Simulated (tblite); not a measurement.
C₂H₁₂GeNPSi.
Numbering: `[CH3:1][N:2]([CH3:3])[Ge@@H:4]([SiH3:5])[PH2:6]` (hydrogens: H7, H8, H9 on C1; H10, H11, H12 on C3; H13 on Ge4; H14, H15, H16 on Si5; H17, H18 on P6)

Computed with GFN2-xTB (tblite), gas phase: nudged elastic band of 9 images (0 to 8), spring 0.2 eV/Å², climbing image at the end, force threshold 0.05 eV/Å. The top image wasn't refined or checked by frequencies; at this threshold it can lie a kcal/mol or more above the true saddle point of the method.

The band describes a rotation about Ge4–N2 (germanium bonded to N, P, Si and H, nitrogen bonded to 2 C and Ge), followed by the dihedral Si5–Ge4–N2–C3, from the optimised start (-54°) to a second optimised geometry at 62°.

**Question.** Give the energy profile along the converged band.

**Answer.** 
| image | dihedral (°) | E (kcal/mol) | Ge4–N2 (Å) | Si5···C3 (Å) | largest true force (eV/Å) |
| --- | --- | --- | --- | --- | --- |
| 0 | -54 | 0.00 | 1.857 | 3.69 | 0.01 |
| 1 | -40 | 0.32 | 1.857 | 3.62 | 0.04 |
| 2 | -24 | 1.20 | 1.861 | 3.58 | 0.04 |
| 3 | -8 | 2.20 | 1.866 | 3.57 | 0.04 |
| 4 | 7 | 2.54 | 1.869 | 3.56 | 0.04 |
| 5 | 21 | 2.03 | 1.868 | 3.57 | 0.04 |
| 6 | 35 | 1.33 | 1.866 | 3.64 | 0.04 |
| 7 | 49 | 0.92 | 1.864 | 3.75 | 0.04 |
| 8 | 62 | 0.69 | 1.856 | 4.03 | 0.01 |

Barriers of this band. The top is image 4 at 7°: 2.54 kcal/mol forward and 1.85 kcal/mol back; the end lies 0.69 kcal/mol above the start. The central bond is 0.012 Å longer at the top than at the start.

**Question.** What rate follows at 298 K for crossing this barrier forward?

**Answer.** Taking the electronic barrier for the free energy of activation (no zero-point or entropy terms, transmission 1), rate = (kT/h)·exp(−ΔE/kT) ≈ 9 × 10^10 s⁻¹, whose inverse is 1 × 10^-11 s. An error of 1 kcal/mol in the barrier changes this by a factor of 5, and the method and the loose band can each miss by that much or more.

**Question.** How would the two end points share their population at 298 K, from these energies alone?

**Answer.** exp(−ΔE/kT) with ΔE = 0.030 eV gives 0.31 for the higher one (end) against 1 for the lower, without vibrational, rotational or degeneracy terms. GFN2-xTB can put conformers this close in the wrong order.

**Question.** How long is the path, and how are the images spaced?

**Answer.** Cartesian distances between aligned neighbours (all atoms, Å): 0.98, 0.98, 0.98, 0.96, 0.99, 0.98, 0.98, 0.93; the sum is 7.78 Å, and the top lies 50 % of the way along.

What follows is the cost of the whole band run. Time: 4.3 s; peak memory 0.19 GiB. Hardware: an Arm Neoverse V1 with one thread, on a shared host.
